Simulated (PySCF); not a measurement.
**Correlation energy of Kr³⁺ (krypton, charge +3)**

[Ar] 3d10 4s2 4p3, high-spin 4S determinant. All numbers are calculated (PySCF 2.14, scalar relativity by spin-free X2C-1e, in jorge-DZP-DKH (8s6p2d1f, 43 functions)). Frozen: [Ar] 3d10; 5 electrons correlated.

MP2 pair energies summed by pair of shells (mhartree):

```json
{"pair": "4s-4p", "energy": "-20.59", "share (%)": "68.3"}
{"pair": "4p-4p", "energy": "-5.04", "share (%)": "16.7"}
{"pair": "4s-4s", "energy": "-4.50", "share (%)": "14.9"}
```

Total MP2 correlation energy: -30.14 mhartree.

Same-spin part -6.36 and opposite-spin part -23.78 mhartree; SCS-MP2 scales them by 1/3 and 6/5 to -30.65 mhartree.

| level | correlation energy (mhartree) |
| --- | --- |
| CCSD | -35.71 |
| (T) | -0.16 |
| CCSD(T) | -35.87 |

Diagnostics: T1 = 0.0014, D1 = 0.0032, largest double amplitude 0.024.

Cost of the coupled-cluster step: 0.29 s of wall time on 1 thread of Neoverse-V2 (shared host), for 5 correlated electrons.
